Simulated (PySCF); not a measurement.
**Te⁺: excitation energy**

Te⁺ [Kr] 4d10 5s2 5p3 (4S) → Te⁺ [Kr] 4d10 5s2 5p2 6s1 (4P), as a difference of total energies. All numbers are calculated (PySCF 2.14, the spin-free X2C one-electron Hamiltonian (Gaussian nucleus), in x2c-TZVPPall with one added diffuse shell each of s, p, d, f type (9s7p5d3f, 76 functions)). Correlated levels: valence: [Kr] 4d10 frozen. The calculations carry no spin-orbit coupling.

```csv
method,excitation energy (eV)
UHF,10.248
MP2 (valence),10.307
SCS-MP2 (valence),10.287
CCSD (valence),10.273
CCSD(T) (valence),10.269
```

Q: How much does correlation contribute at CCSD(T) (valence)?

A: 10.269 − (10.248) = 0.021 eV, measured against UHF.

The promoted electron is Rydberg-like, and one or two diffuse shells describe it only roughly, which tends to raise the upper state.
